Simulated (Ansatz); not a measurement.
Species: H3BPO, charge 0, doublet. H3BPO (SMILES OB[PH], doublet).
B3LYP-D3(BJ)/def2-TZVP minimum from Ansatz (an electronic-structure program):
```
B
O 1 1.3547
H 2 0.9647 1 115.07
H 1 1.1928 2 116.19 3 179.92
P 1 1.9389 4 122.35 2 -176.84
H 5 1.4213 1 94.84 4 -29.75
```
Charge 0, spin multiplicity 2.

Total energies in cc-pV(D+d)Z, 17 correlated electrons, 7 frozen orbitals. Open shells are spin-unrestricted; no spin-orbit coupling. Correlated methods leave the cores frozen. No relativity.

| method | program | energy (Eh) | minus CCSDT(Q) (mEh) |
|---|---|---|---|
| HF | Ansatz | -442.06425 | 421.10 |
| MP2 | Ansatz | -442.43525 | 50.10 |
| CCSD | Ansatz | -442.47222 | 13.13 |
| CCSD(T) | Ansatz | -442.48331 | 2.04 |
| CCSDT(Q) | Ansatz | -442.48535 | 0.00 |

Rough core times of Ansatz's runs on a shared machine: CCSD(T) under 20 s, CCSDT(Q) 20 min.
